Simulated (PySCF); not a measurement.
SMILES s1cccc1CCCC, GFN2-xTB optimised geometry.

```
21

C     -3.50    -1.07     2.25
C     -2.07    -1.53     2.50
C     -1.55    -2.49     1.43
C     -1.45    -1.87     0.03
C     -0.53    -0.70     0.00
C      0.83    -0.70     0.00
C      1.39     0.60     0.00
C      0.45     1.57     0.00
S     -1.15     0.92     0.00
H     -4.16    -1.92     2.12
H     -3.86    -0.48     3.09
H     -3.56    -0.44     1.36
H     -2.02    -2.04     3.47
H     -1.41    -0.66     2.55
H     -2.21    -3.36     1.38
H     -0.56    -2.84     1.73
H     -2.45    -1.57    -0.31
H     -1.08    -2.63    -0.66
H      1.42    -1.60    -0.01
H      2.45     0.79     0.00
H      0.58     2.63     0.00
```

Density from PBE0/def2-SVP (PySCF) at that geometry.

Minimum of the electron density along straight lines between bonded atoms, close to the bond critical point (lines longer than 1.1 times the sum of covalent radii, or with two minima, are not listed):

```tsv
bond	length / Å	ρ at the minimum / e bohr⁻³	∇²ρ there / e bohr⁻⁵	position (fraction from the first atom)
C1–C2	1.524	0.243	-0.55	0.50
C2–C3	1.528	0.243	-0.55	0.50
C3–C4	1.536	0.238	-0.53	0.50
C4–C5	1.490	0.258	(withheld)	0.48
C5–C6	1.360	0.323	-0.81	0.51
C6–C7	1.414	0.295	(withheld)	0.50
C7–C8	1.355	0.324	-0.82	0.49
C5–S9	1.735	0.211	(withheld)	0.46
C8–S9	1.720	0.216	-0.46	0.47
C1–H10	1.088	0.275	-1.00	0.62
C1–H11	1.087	0.276	-1.01	0.62
C1–H12	1.087	0.276	-1.00	0.62
C2–H13	1.093	0.275	-0.99	0.62
C2–H14	1.092	0.277	-1.01	0.63
C3–H15	1.092	0.275	-0.99	0.62
C3–H16	1.092	0.276	-1.00	0.62
C4–H18	1.094	0.275	-1.00	0.63
C6–H19	1.076	0.283	-1.07	0.63
C7–H20	1.076	0.284	-1.09	0.63
C8–H21	1.072	0.285	-1.11	0.64
```

**Question.** What belongs in the gaps?

**Answer.** 
- C4–C5, ∇²ρ there / e bohr⁻⁵: -0.61
- C6–C7, ∇²ρ there / e bohr⁻⁵: -0.72
- C5–S9, ∇²ρ there / e bohr⁻⁵: -0.43
